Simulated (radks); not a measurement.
Task: Species: neutral gold. Configuration: [Xe] 4f13 5d10 6s2 (not the ground configuration). Calculated with a radial shooting solver on a logarithmic mesh with Libxc functionals: Dirac Kohn-Sham, LDA (Slater exchange, Perdew-Wang correlation), spin-unpolarised, spherical densities, point nucleus; open shells are shared between the two j in proportion to 2j + 1. Some entries of the table are withheld. Estimate them.

| orbital | occ. | eigenvalue (Ry) | <r^2> (bohr^2) |
|---|---|---|---|
| 1s1/2 | 2 | -5924.493 | 0.0003935 |
| 2s1/2 | 2 | -1045.582 | 0.005943 |
| 2p1/2 | 2 | -1002.858 | 0.004205 |
| 2p3/2 | 4 | -868.0823 | 0.005393 |
| 3s1/2 | 2 | -247.7995 | 0.03862 |
| 3p1/2 | 2 | -228.5760 | 0.03520 |
| 3p3/2 | 4 | -198.8441 | 0.04163 |
| 3d3/2 | 4 | -166.8595 | 0.03192 |
| 3d5/2 | 6 | -160.4677 | 0.03367 |
| 4s1/2 | 2 | -54.61788 | 0.1865 |
| 4p1/2 | 2 | -46.42224 | 0.1900 |
| 4p3/2 | 4 | -39.22244 | 0.2224 |
| 4d3/2 | 4 | -25.79457 | 0.2338 |
| 4d5/2 | 6 | -24.44709 | 0.2452 |
| 5s1/2 | 2 | -8.48091 | 0.9381 |
| 4f5/2 | 5.57143 | -7.20191 | 0.2847 |
| 4f7/2 | 7.42857 | -6.91242 | 0.2925 |
| 5p1/2 | 2 | -5.76279 | 1.096 |
| 5p3/2 | 4 | -4.47342 | 1.322 |
| 5d3/2 | 4 | (1) | 2.573 |
| 5d5/2 | 6 | (2) | 2.837 |
| 6s1/2 | 2 | -0.51414 | (3) |

Result: 
(1) 5d3/2 eigenvalue (Ry): -0.83154
(2) 5d5/2 eigenvalue (Ry): -0.70027
(3) 6s1/2 <r^2> (bohr^2): 8.456
